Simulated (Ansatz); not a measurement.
Start from `CCO` and change one atom or group to get `CCO[SiH2]C`.

Ansatz, PBE0-D4/def2-TZVP geometries, multiplicity 1. Each molecule was computed in one conformer, which needn't be the lowest.

```csv
property,`CCO`
HOMO energy (ωB97M-V/def2-TZVPP) / eV,-10.29
HOMO–LUMO gap (PBE/def2-TZVPP) / eV,6.37
LUMO energy (B3LYP/def2-TZVPP) / eV,0.68
HOMO–LUMO gap (ωB97M-V/def2-TZVPP) / eV,12.78
LUMO energy (PBE0/def2-TZVPP) / eV,1.06
HOMO–LUMO gap (B3LYP/def2-TZVPP) / eV,8.28
```

Task: Give the same properties after the change, and the shifts. (Estimate.)

Result: Ansatz gave: 
| property | `CCO[SiH2]C` | shift |
| --- | --- | --- |
| HOMO energy (ωB97M-V/def2-TZVPP) / eV | -10.24 | 0.05 |
| HOMO–LUMO gap (PBE/def2-TZVPP) / eV | 6.36 | -0.01 |
| LUMO energy (B3LYP/def2-TZVPP) / eV | 0.55 | -0.13 |
| HOMO–LUMO gap (ωB97M-V/def2-TZVPP) / eV | 12.60 | -0.18 |
| LUMO energy (PBE0/def2-TZVPP) / eV | 0.80 | -0.26 |
| HOMO–LUMO gap (B3LYP/def2-TZVPP) / eV | 8.23 | -0.05 |

With PBE0 the HOMO falls by 0.05 eV and the LUMO falls by 0.26 eV, so the gap narrows by about 0.21 eV. PBE moves the HOMO by -0.25 eV and ωB97M-V by 0.05 eV.

B3LYP here is the variant with VWN-RPA as its local correlation; programs differ in this.
